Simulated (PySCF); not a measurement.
## Correlation energy of Tl (thallium, neutral)

[Xe] 4f14 5d10 6s2 7s1, 2S determinant (an excited configuration). All numbers are calculated (PySCF 2.14, a scalar-relativistic core potential, in aug-cc-pwCVTZ-PP with ECP60MDF (8s7p6d4f1g, 96 functions)). Frozen: 5s2 5p6 5d10; 3 electrons correlated.

```json
{"level": "CCSD", "correlation energy (mhartree)": "-33.11"}
{"level": "(T)", "correlation energy (mhartree)": "-0.45"}
{"level": "CCSD(T)", "correlation energy (mhartree)": "-33.56"}
```

Diagnostics: T1 = 0.013, D1 = 0.0327, largest double amplitude 0.061.

The outer electron is Rydberg-like, and this basis confines it to a smaller radius and binds it less than a complete one would.

Cost of the coupled-cluster step: about 19 core-seconds, for 3 correlated electrons.
